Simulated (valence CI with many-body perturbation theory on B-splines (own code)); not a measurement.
## Pr⁵²⁺: electric-dipole lines

Level of theory: valence CI with perturbative core correlation (CI+MBPT): five valence electrons over a frozen Dirac-Fock core [He], a basis of 11 s, 11 p, 10 d, 8 f, 5 g, 2 h functions for each j, with the one-electron correlation potential Σ1 (screened to all orders), the two-electron term Σ2, the three-electron term Σ3, Breit, model QED; selected single and double excitations, second order for the rest, scaled by the run's own slope (own B-spline code, finite nucleus).

No measured spectrum was set against this ion. As an estimate, large intervals hold to a few tenths of a per cent, small ones and those within an open d or f shell to about a per cent. Among the levels kept, up to 7100 cm⁻¹ of a level comes from second order outside the variational space, and about a tenth of that is noise between levels of different J, which matters for small intervals.

Lines 51 to 100 of 600 in falling wavelength, among levels below 538.46 Ry, chosen from the strongest by gf and those to the six lowest levels. Wavelengths and rates use the calculated energies. Electric multipoles are in the length gauge, E1 and E2 with the static RPA response of the core. Weak lines are less certain than strong ones. Lines between different terms over intervals too small for the method are left out, as are lines whose strength nearly cancels. The highest levels of a list are the least certain.

Levels are named by their leading jj configuration (3d3/2^4 stands for four electrons in 3d with j = 3/2), which in mixed levels can hold well under half, so a name can repeat and another be missing. Letters in brackets count levels of one name in rising energy.

```csv
λ vac (Å),Upper,Lower,A (s⁻¹),log gf,Branch %
90.40,(2s 2p1/2 2p3/2^2 3d5/2) J=7/2 [b],(2s 2p1/2 2p3/2^2 3p3/2) J=7/2 [b],1.01e+10,-1.00,0.0
86.51,(2s^2 2p3/2^2 3d5/2) J=9/2,(2s 2p1/2 2p3/2^2 3s) J=7/2,1.18e+10,-0.88,28.4
85.12,(2s 2p1/2 2p3/2^2 3d5/2) J=5/2 [a],(2s 2p1/2 2p3/2^2 3p3/2) J=5/2 [a],1.34e+10,-1.06,0.0
65.26,(2s 2p1/2^2 2p3/2 3d3/2) J=7/2,(2s^2 2p1/2 2p3/2 3d3/2) J=5/2 [b],1.91e+10,-1.01,1.9
64.96,(2s 2p1/2^2 2p3/2 3p3/2) J=3/2 [a],(2s^2 2p1/2 2p3/2 3p3/2) J=3/2 [b],3.39e+10,-1.07,0.0
64.85,(2s 2p1/2 2p3/2^2 3d3/2) J=9/2,(2s^2 2p3/2^2 3d3/2) J=7/2,2.05e+10,-0.89,1.4
64.43,(2p1/2^2 2p3/2^2 3p3/2) J=5/2,(2s 2p1/2 2p3/2^2 3p3/2) J=3/2 [g],3.09e+10,-0.94,0.0
62.70,(2s 2p1/2 2p3/2^2 3p3/2) J=9/2,(2s^2 2p3/2^2 3p3/2) J=7/2,7.98e+10,-0.33,8.3
62.54,(2s 2p1/2 2p3/2^2 3p3/2) J=7/2 [b],(2s 2p1/2 2p3/2^2 3s) J=5/2 [b],6.53e+10,-0.51,0.1
61.56,(2s 2p1/2 2p3/2^2 3d3/2) J=7/2 [b],(2s^2 2p3/2^2 3d3/2) J=5/2,1.89e+10,-1.07,0.0
60.74,(2s 2p1/2 2p3/2^2 3p3/2) J=1/2 [c],(2s 2p1/2 2p3/2^2 3s) J=1/2 [c],8.73e+10,-1.02,0.0
60.69,(2s 2p1/2 2p3/2^2 3p3/2) J=5/2 [a],(2s 2p1/2 2p3/2^2 3s) J=3/2 [a],6.46e+10,-0.67,0.1
60.63,(2s 2p1/2^2 2p3/2 3p3/2) J=5/2 [a],(2s^2 2p1/2 2p3/2 3p3/2) J=3/2 [b],5.83e+10,-0.71,0.0
60.43,(2s 2p1/2 2p3/2^2 3p3/2) J=3/2 [b],(2s 2p1/2 2p3/2^2 3s) J=5/2 [b],6.68e+10,-0.84,0.0
60.20,(2s 2p1/2 2p3/2^2 3p3/2) J=5/2 [c],(2s 2p1/2 2p3/2^2 3s) J=3/2 [c],6.27e+10,-0.69,0.1
59.91,(2p1/2^2 2p3/2^2 3p3/2) J=5/2,(2p1/2^2 2p3/2^2 3s) J=5/2,7.18e+10,-0.63,0.0
59.84,(2s 2p1/2^2 2p3/2 3p3/2) J=7/2,(2s^2 2p1/2 2p3/2 3p3/2) J=5/2 [a],1.08e+11,-0.33,4.0
59.77,(2p1/2^2 2p3/2^2 3p3/2) J=7/2,(2p1/2^2 2p3/2^2 3s) J=5/2,1.73e+11,-0.13,0.1
58.97,(2s 2p1/2 2p3/2^2 3d3/2) J=7/2 [b],(2s 2p1/2 2p3/2^2 3p1/2) J=5/2 [b],3.44e+10,-0.84,0.0
58.94,(2s^2 2p1/2 2p3/2 3p3/2) J=3/2 [a],(2s^2 2p1/2 2p3/2 3s) J=3/2 [b],4.87e+10,-0.99,2.3
58.83,(2p1/2^2 2p3/2^2 3p3/2) J=5/2,(2s 2p1/2 2p3/2^2 3p3/2) J=3/2 [f],5.20e+10,-0.79,0.0
58.74,(2s 2p1/2 2p3/2^2 3d3/2) J=5/2 [b],(2s 2p1/2 2p3/2^2 3p1/2) J=5/2 [b],7.13e+10,-0.65,0.0
58.60,(2s 2p1/2 2p3/2^2 3p3/2) J=3/2 [e],(2s 2p1/2 2p3/2^2 3s) J=1/2 [c],5.29e+10,-0.96,0.1
58.58,(2s 2p1/2 2p3/2^2 3d3/2) J=3/2 [e],(2s 2p1/2 2p3/2^2 3p1/2) J=1/2 [c],3.51e+10,-1.14,0.0
58.39,(2s 2p1/2 2p3/2^2 3p3/2) J=5/2 [d],(2s^2 2p3/2^2 3p3/2) J=3/2 [b],3.10e+10,-1.02,0.2
58.38,(2s^2 2p3/2^2 3p3/2) J=1/2,(2s^2 2p3/2^2 3s) J=3/2,1.36e+11,-0.86,3.5
58.34,(2p1/2^2 2p3/2^2 3p3/2) J=1/2,(2s 2p1/2 2p3/2^2 3p3/2) J=3/2 [f],1.16e+11,-0.93,0.1
58.30,(2s^2 2p3/2^2 3p3/2) J=5/2,(2s^2 2p3/2^2 3s) J=5/2,4.28e+10,-0.88,0.1
58.25,(2s^2 2p1/2 2p3/2 3d3/2) J=5/2 [b],(2s^2 2p1/2 2p3/2 3p1/2) J=3/2 [b],6.51e+10,-0.70,0.0
58.23,(2s 2p1/2 2p3/2^2 3d5/2) J=7/2 [b],(2s 2p1/2 2p3/2^2 3p1/2) J=5/2 [c],3.17e+10,-0.89,0.0
58.18,(2s 2p1/2 2p3/2^2 3p3/2) J=1/2 [a],(2s 2p1/2 2p3/2^2 3s) J=3/2 [a],1.51e+11,-0.82,0.1
57.85,(2s 2p1/2 2p3/2^2 3s) J=3/2 [b],(2s^2 2p3/2^2 3s) J=1/2,3.89e+10,-1.11,0.1
57.76,(2s 2p1/2 2p3/2^2 3p3/2) J=7/2 [c],(2s 2p1/2 2p3/2^2 3s) J=5/2 [c],1.75e+11,-0.16,0.1
57.76,(2s^2 2p1/2 2p3/2 3d3/2) J=3/2 [b],(2s^2 2p1/2 2p3/2 3p1/2) J=3/2 [b],6.18e+10,-0.91,0.0
57.57,(2s 2p1/2 2p3/2^2 3d3/2) J=3/2 [b],(2s 2p1/2 2p3/2^2 3p1/2) J=5/2 [b],6.78e+10,-0.87,0.0
57.27,(2s 2p1/2^2 2p3/2 3p3/2) J=5/2 [b],(2s 2p1/2^2 2p3/2 3s) J=3/2 [b],1.67e+11,-0.31,0.2
56.96,(2s 2p1/2 2p3/2^2 3p3/2) J=1/2 [b],(2s 2p1/2 2p3/2^2 3s) J=1/2 [b],8.91e+10,-1.06,0.6
56.83,(2s^2 2p1/2 2p3/2 3p3/2) J=1/2 [a],(2s^2 2p1/2 2p3/2 3s) J=1/2,1.03e+11,-1.00,4.1
56.75,(2s 2p1/2 2p3/2^2 3d3/2) J=3/2 [f],(2s 2p1/2 2p3/2^2 3p1/2) J=3/2 [d],6.45e+10,-0.90,0.0
56.72,(2s 2p1/2 2p3/2^2 3p3/2) J=5/2 [e],(2s^2 2p3/2^2 3p3/2) J=3/2 [b],1.00e+11,-0.54,1.3
56.60,(2s 2p1/2 2p3/2^2 3d3/2) J=5/2 [a],(2s 2p1/2 2p3/2^2 3p1/2) J=5/2 [a],6.29e+10,-0.74,0.0
56.59,(2s 2p1/2 2p3/2^2 3p3/2) J=3/2 [d],(2s 2p1/2 2p3/2^2 3s) J=3/2 [c],5.13e+10,-1.01,0.1
56.59,(2s 2p1/2^2 2p3/2 3p3/2) J=3/2 [a],(2s 2p1/2^2 2p3/2 3s) J=3/2 [a],8.28e+10,-0.80,0.1
56.51,(2s 2p1/2 2p3/2^2 3p3/2) J=5/2 [d],(2s 2p1/2 2p3/2^2 3s) J=3/2 [d],1.14e+11,-0.48,0.6
56.38,(2s 2p1/2 2p3/2^2 3p3/2) J=5/2 [d],(2s 2p1/2 2p3/2^2 3s) J=5/2 [c],3.53e+10,-1.00,0.2
56.17,(2s 2p1/2 2p3/2^2 3d3/2) J=5/2 [f],(2s 2p1/2 2p3/2^2 3p1/2) J=3/2 [d],7.12e+10,-0.69,0.0
55.98,(2s 2p1/2 2p3/2^2 3p3/2) J=3/2 [d],(2s 2p1/2 2p3/2^2 3s) J=1/2 [b],7.39e+10,-0.86,0.1
55.92,(2s 2p1/2 2p3/2^2 3p3/2) J=3/2 [b],(2s^2 2p3/2^2 3p3/2) J=5/2,4.77e+10,-1.05,0.0
55.89,(2s 2p1/2 2p3/2^2 3s) J=5/2 [b],(2s^2 2p3/2^2 3s) J=3/2,7.59e+10,-0.67,0.2
55.87,(2s 2p1/2 2p3/2^2 3d3/2) J=1/2 [d],(2s 2p1/2 2p3/2^2 3p1/2) J=3/2 [d],7.83e+10,-1.14,0.0
```

(1) How does gf follow from A for the line at 58.18 Å?

Results:

(1) gf = 1.4992 × (2J+1)_upper × A / σ², with σ = 1718826 cm⁻¹ and 2J+1 = 2: gf = 0.153.
